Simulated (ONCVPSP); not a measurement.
Pseudopotential generation for platinum: ONCV, PBEsol, scalar-relativistic.

```json
{
  "Element": "Pt (Z = 78)",
  "Generator": "ONCVPSP 4.0.1",
  "Type": "optimised norm-conserving Vanderbilt (ONCV)",
  "Functional": "PBEsol",
  "Relativity": "scalar-relativistic",
  "Frozen core": "[Kr] 4d10",
  "Valence charge": "32",
  "Reference configuration": "4f13 5s2 5p6 5d10 6s1",
  "Partial waves": "5s+6s: rc 1.50 bohr, ncon 3, nbas 6, qcut 6 1/bohr, 3 projectors, debl 1.6 Ha; 5p: rc 1.70 bohr, ncon 4, nbas 7, qcut 9.7 1/bohr, 1 projector; 5d: rc 1.55 bohr, ncon 5, nbas 9, qcut 7.1 1/bohr, 1 projector; 4f: rc 0.50 bohr, ncon 5, nbas 8, qcut 22.2 1/bohr, 2 projectors, debl 0.3 Ha",
  "Local potential": "polynomial inside 0.35 bohr (lpopt 4, dvloc0 1 Ha)",
  "Core correction": "none"
}
```

In the f channel the program set the typed energies aside and used -2.973, 0.250 Ha.

Poles of the logarithmic derivatives, all-electron (AE) and pseudo (PS). s: poles at -3.3 (AE) and -3.3 (PS) Ha. p: poles at -1.7 (AE) and -1.7, 3.5 (PS) Ha. d: poles at 1.6 (AE) and 1.5 (PS) Ha. f: poles at no energy (AE) and no energy (PS) Ha. Test radii: s 1.52, p 1.72, d 1.58, f 0.51 bohr.

- Cutoffs needed: 1064 Ha and 1159 Ha (the cutoffs (Ha) at which the residual kinetic energy of the hardest occupied pseudo-wave falls to 1 and 0.1 mHa per electron)
- Ghost test: ghosts flagged at negative energy: s at -1288.1 eV, p at -1154.6 eV, d at -408.1 eV; GHOST(+) flagged for s at 259.7 eV; a true bound ghost makes a file unfit for plane-wave use
- Largest excitation error: -735 meV (all-electron minus pseudo) for 4f14 5s2 5p6 5d8 6s2, out of 4 test configurations
